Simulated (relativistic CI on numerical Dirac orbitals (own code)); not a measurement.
Ce¹²⁺: sensitivity of the levels to the model

Base calculation: Dirac-Coulomb-Breit CI, KLI orbitals optimised for each configuration, QED by a radiative potential, unscaled Slater integrals.

Configuration list (outside the closed core [Ar] 3d10): 4s2 4p6 4d10, 4s2 4p6 4d9 4f, 4s2 4p6 4d9 5s, 4s2 4p6 4d9 5p, 4s2 4p5 4d10 4f, 4s2 4p6 4d9 5d, 4s 4p6 4d10 4f, 4s2 4p6 4d9 6s, 4s2 4p6 4d9 5f, 4s2 4p6 4d9 6p, 4s2 4p5 4d10 5s, 4s2 4p6 4d9 6d, 4s2 4p6 4d9 5g, 4s2 4p5 4d10 5p, 4s2 4p6 4d9 7s, 4s2 4p6 4d9 6f, 4s2 4p6 4d9 7p, 4s2 4p5 4d10 5d, 4s 4p6 4d10 5s, 4s2 4p5 4d10 6s, 4p6 4d10 4f2, 4p6 4d9 4f3, 4p6 4d9 4f2 5s, 4p6 4d9 4f2 5p, 4p5 4d10 4f3, 4p6 4d9 4f2 5d. Double excitations out of closed p, d and f shells are left out; levels of such configurations are missing from the list, as are those of other unlisted configurations, and high levels can miss mixing partners. These lack a partner that the ground configuration has and come out too high: 4s2 4p6 4d9 6s, 4s2 4p6 4d9 5f, 4s2 4p6 4d9 6p, 4s2 4p5 4d10 5s, 4s2 4p6 4d9 6d.

Variants: (1) valence Slater integrals scaled by 0.9; (2) QED terms removed; (3) non-relativistic limit. Shifts of the energy above 4s2 4p6 4d10 1S_0, in cm⁻¹, for the lowest level and the first level of each name with at least 55 % of one term (blank where a level changes its place among those of its configuration and J or its character, or is not in the variant):

| Level | Base | Δ(1) | Δ(2) | Δ(3) |
| --- | --- | --- | --- | --- |
| 4s2 4p6 4d10 1S_0 | 0 | 0 | 0 | 0 |
| 4s2 4p6 4d9 5s 3D_3 | 803774 | +517 | -883 | +85740 |
| 4s2 4p6 4d9 5s 3D_2 | 808669 | +71 | -882 | +80846 |
| 4s2 4p6 4d9 5s 3D_1 | 831751 | +482 | -962 | +57764 |
| 4s2 4p6 4d9 5s 1D_2 | 836362 | -105 | -955 | +61713 |
| 4s2 4p6 4d9 4f 3P°_0 | 855405 | +4800 | -26 | +7747 |
| 4s2 4p6 4d9 4f 3P°_1 | 860117 | +4654 | -39 | +3035 |
| 4s2 4p6 4d9 4f 3P°_2 | 869710 | +4297 | -63 | -6558 |
| 4s2 4p6 4d9 4f 3H°_6 | 883225 | +2245 | -44 | +5332 |
| 4s2 4p6 4d9 4f 3H°_5 | 887066 | +1844 | -35 | +1491 |
| 4s2 4p6 4d9 4f 3H°_4 | 899945 | +1445 | -62 | -11388 |
| 4s2 4p6 4d9 4f 3F°_4 | 903416 | +440 | -46 | +2921 |
| 4s2 4p6 4d9 4f 3D°_1 | 910008 | +610 | -65 | -3888 |
| 4s2 4p6 4d9 4f 3G°_3 | 937217 | -812 | -105 | -14368 |

At this charge energies of transitions that change n are usually good to better than 1 %, and those within a shell (Δn = 0) to a few per cent. Levels and lines within the n = 5 or 6 shells can be off by up to 10 % or somewhat more, and those that change n by about 2 %, since core polarisation is missing.

Ionisation energy from the two ground configurations alone: base 311.4 eV. The NIST ASD value (theoretical) is 312 eV.

LS names give the leading component of a level, which can be under half, so a name can repeat, a term be missing and a line seem to break the LS rules.
